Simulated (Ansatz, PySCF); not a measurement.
CH₆GeO₄, SMILES [OH][Ge]([OH])([O]C)[OH]. Atoms are numbered in the order given.

```xyz
12

C      2.4207    -0.4703    -0.1069
O      1.4145     0.5110     0.0802
Ge    -0.2934     0.0846    -0.0002
O     -0.9132    -0.8762     1.3462
O     -1.1665     1.6170     0.0078
O     -0.5008    -0.9096    -1.4435
H      2.2393    -1.0814    -1.0079
H      2.4953    -1.1474     0.7637
H      3.3853     0.0483    -0.2229
H     -1.1664    -0.3217     2.0971
H     -0.6430     2.3249    -0.3930
H     -1.2673    -1.4944    -1.3691
```

Geometry: B3LYP-D3(BJ)/def2-SVP. Other conformers were not sampled.

Two levels are set side by side: PBE-D3(BJ)/def2-SVP (Ansatz, a first-principles code) and B3LYP-D3(BJ)/def2-SVP (Ansatz). Each level has its own optimised geometry; the coordinates shown are those of the second. Frequencies come from the Hessian of PySCF at each geometry. Differences are taken from unrounded values.

| quantity | B3LYP-D3(BJ) | PBE-D3(BJ) | PBE-D3(BJ) minus B3LYP-D3(BJ) |
|---|---|---|---|
| mean bond length (Å) | 1.335 | 1.346 | 0.011 |
| bond C1–O2 (Å) | 1.418 | 1.424 | 0.006 |
| bond O2–Ge3 (Å) | 1.762 | 1.780 | 0.018 |
| bond Ge3–O4 (Å) | 1.766 | 1.782 | 0.016 |
| bond Ge3–O5 (Å) | 1.764 | 1.779 | 0.015 |
| bond Ge3–O6 (Å) | 1.765 | 1.780 | 0.016 |
| bond C1–H7 (Å) | 1.104 | 1.112 | 0.008 |
| bond C1–H8 (Å) | 1.105 | 1.114 | 0.009 |
| bond C1–H9 (Å) | 1.101 | 1.110 | 0.008 |
| bond O4–H10 (Å) | 0.967 | 0.976 | 0.009 |
| bond O5–H11 (Å) | 0.967 | 0.977 | 0.009 |
| bond O6–H12 (Å) | 0.967 | 0.976 | 0.009 |
| highest harmonic wavenumber (cm⁻¹) | 3840 | 3725 | -114 |
| mean harmonic wavenumber (cm⁻¹) | 1215 | 1180 | -35 |
| zero-point energy (kcal/mol) | 52.09 | 50.60 | -1.49 |

Exact exchange shortens and stiffens bonds; PBE has none. Differences between two approximate levels are no errors against the true value.
